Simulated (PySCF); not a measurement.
## How methods differ on the excitation energy of Te⁺

Te⁺ [Kr] 4d10 5s2 5p3 (4S) → Te⁺ [Kr] 4d10 5s2 5p2 6s1 (4P), as a difference of total energies. Calculation: PySCF 2.14, in aug-cc-pVTZ-DK3 (8s7p5d2f, 68 functions); the spin-free X2C one-electron Hamiltonian (Gaussian nucleus). Correlated levels: valence: [Kr] 4d10 frozen. The calculations carry no spin-orbit coupling.

```csv
method,excitation energy (eV)
UHF,10.207
LDA,10.011
PBE,9.897
PBE0,10.141
PW91,9.935
BP86,9.958
MP2 (valence),10.299
SCS-MP2 (valence),10.278
```

Problem. How much does correlation contribute at MP2 (valence)?

Solution. 10.299 − (10.207) = 0.092 eV, measured against UHF.

A first-order spin-orbit estimate (lowest level to lowest level, LS coupling) adds -0.498 eV.

The promoted electron is Rydberg-like, and one or two diffuse shells describe it only roughly, which tends to raise the upper state.
